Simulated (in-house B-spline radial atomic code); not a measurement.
A calculation on Sc V (Sc4+): its settings, and results tabulated from the run. Computed with a B-spline radial code for spherical atoms: Dirac-Kohn-Sham LC-wPBE, spherical fractional occupations, Fermi nucleus of rms radius 3.5459 fm.

Command:
```bash
python run_scf.py task.json out
```
Settings (nuclear radius in fm, mass in u):
```
Z                21
configuration    [Ne] 3s2 3p5
hamiltonian      dirac
method           lc_wpbe
spin_polarised   False
nucleus          fermi
rms_radius       3.5459
atomic_mass      44.95591
speed_of_light   137.035999084
```

Output (hartree, bohr):
```
 radial grid: 67 intervals, B-splines of order 8, outer radius 14.6809 bohr

 iter        energy (Eh)    residual
    1        -755.649442    3.88e-01
    2        -759.248870    1.56e-01
    3        -759.574326    4.78e-02
    4        -759.612902    1.70e-02
    5        -759.617729    6.51e-03
    6        -759.618218    1.92e-04
    7        -759.618219    1.45e-05
    8        -759.618219    7.98e-07
    9        -759.618219    2.47e-08

 total energy                      -759.61822
 kinetic                             766.4859
 electron-nucleus                  -1772.0307
 Hartree                             283.1959
 exact exchange                       -3.5426
 exchange-correlation                -33.7268

 first-order corrections (not in the total)
   Gaunt                             0.2458
   retardation                      -0.0202
   frequency dependence             -0.0004
   self-energy                       0.1616
   Uehling                          -0.0122
   Wichmann-Kroll                    0.0000
   recoil                            0.0074

 orbital      occ     eigenvalue          <r>       <r^2>       <1/r>     <1/r^2>       r_max    small
 1s1/2      2.000      -163.9006    0.0730301  0.00717363     20.7739      880.48     0.04779  5.65e-03
 2s1/2      2.000       -19.7264     0.342999    0.139265     4.31064     78.1729      0.2834  9.67e-04
 2p1/2      2.000       -16.6732     0.305538    0.115389     4.23803     25.1804      0.2309  9.45e-04
 2p3/2      4.000       -16.5024     0.308136    0.117218     4.18915     24.2755       0.233  9.36e-04
 3s1/2      2.000        -4.1097      1.03336      1.2233      1.3597     11.6985       0.911  2.11e-04
 3p1/2      1.667        -3.2165      1.08553      1.3701     1.25852     3.57855      0.9358  1.87e-04
 3p3/2      3.333        -3.1948      1.09163     1.38522     1.24914     3.46392      0.9413  1.85e-04
```

Time taken, with all properties: 2 s on 1 thread of Arm Neoverse N1 (shared host).

For the Dirac Hamiltonian the kinetic term is c α·p + (β - 1)c².

Caution: exact exchange at fractional occupations of open shells leaves self-interaction of up to several eV.
